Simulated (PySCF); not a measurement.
SMILES [Si](Cl)(Cl)(/C=C\C(C)(C)C)Cl (C6H11Cl3Si), GFN2-xTB optimised geometry.

```
21

C      1.89     0.51    -1.46
C      1.66     0.10     0.00
C      2.97    -0.42     0.59
C      1.21     1.32     0.81
C      0.67    -1.02     0.00
C     -0.67    -1.02     0.00
Si    -1.97     0.34     0.00
Cl    -2.15     1.29     1.78
Cl    -3.73    -0.59    -0.38
Cl    -1.71     1.72    -1.46
H      2.24    -0.34    -2.05
H      2.65     1.29    -1.51
H      0.98     0.89    -1.91
H      3.34    -1.27     0.02
H      3.73     0.36     0.57
H      2.83    -0.73     1.62
H      0.41     1.86     0.31
H      0.87     1.02     1.80
H      2.05     2.01     0.92
H      1.15    -2.00    -0.04
H     -1.13    -2.01    -0.03
```

Density from PBE/def2-SVP run with PySCF at that geometry.

Minimum of the electron density along straight lines between bonded atoms, close to the bond critical point (lines longer than 1.1 times the sum of covalent radii, or with two minima, are not listed):

```csv
bond,length / Å,ρ at the minimum / e bohr⁻³,∇²ρ there / e bohr⁻⁵,position (fraction from the first atom)
C1–C2,1.536,0.236,-0.50,0.50
C2–C3,1.535,0.239,-0.52,0.50
C2–C4,1.529,0.240,-0.52,0.50
C2–C5,1.505,0.253,-0.57,0.49
C5–C6,1.332,0.333,-0.84,0.51
C6–Si7,1.882,0.117,0.28,0.62
Si7–Cl8,2.026,0.098,0.29,0.37
Si7–Cl9,2.033,0.098,0.29,0.37
Si7–Cl10,2.030,0.097,0.30,0.37
C1–H11,1.088,0.274,-0.99,0.63
C1–H12,1.087,0.274,-0.99,0.63
C1–H13,1.086,0.277,-1.02,0.63
C3–H14,1.088,0.274,-0.98,0.63
C3–H15,1.087,0.275,-0.99,0.63
C3–H16,1.088,0.274,-0.99,0.63
C4–H17,1.084,0.277,-1.01,0.63
C4–H18,1.087,0.276,-1.00,0.63
C4–H19,1.088,0.274,-0.98,0.63
C5–H20,1.085,0.280,-1.04,0.63
C6–H21,1.086,0.274,-0.99,0.63
```
